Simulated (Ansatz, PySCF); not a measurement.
This PySCF input computes a CCSD(T)/cc-pVDZ energy:

```python
from pyscf import gto, scf, mp, cc as ccmod

mol = gto.M(
    atom='''
    B    -0.00000000   -0.00000000   -0.83561304
    N     0.00000000    0.00000000    0.39812868
    H     0.00000000    0.00000000    1.39116444
    ''',
    basis='cc-pvdz',
    charge=0,
    spin=1,
    symmetry='C2v',
    verbose=4,
)

mf = scf.UHF(mol)
mf.conv_tol = 1e-10
mf.max_cycle = 100
mf.kernel()
mp2 = mp.MP2(mf, frozen=2).run()
cc = ccmod.CCSD(mf, frozen=2)
cc.max_cycle = 100
cc.kernel()
et = cc.ccsd_t()
print(f'E(CCSD(T)) = {cc.e_tot + et:.9f}')
```

Write an input for the same energy in Ansatz (an electronic-structure program) and say what it gives.


Ansatz 0.2 input:
```yaml
crystal:
  periodic: [false, false, false]
  atoms:
    - {symbol: B, position_ang: [-0.00000000, -0.00000000, -0.83561304]}
    - {symbol: N, position_ang: [0.00000000, 0.00000000, 0.39812868]}
    - {symbol: H, position_ang: [0.00000000, 0.00000000, 1.39116444]}
basis:
  gaussian:
    orbitals: cc-pVDZ
magnetization: {spin_polarized: true, initial_magnetization: 1}
correlation: {method: ccsd_t, electrons: outside_noble_gas}
```
It gives -79.89816 Eh, and PySCF -79.89816 Eh, a difference of 0.00 mEh.

It need not be the lowest isomer of its formula.
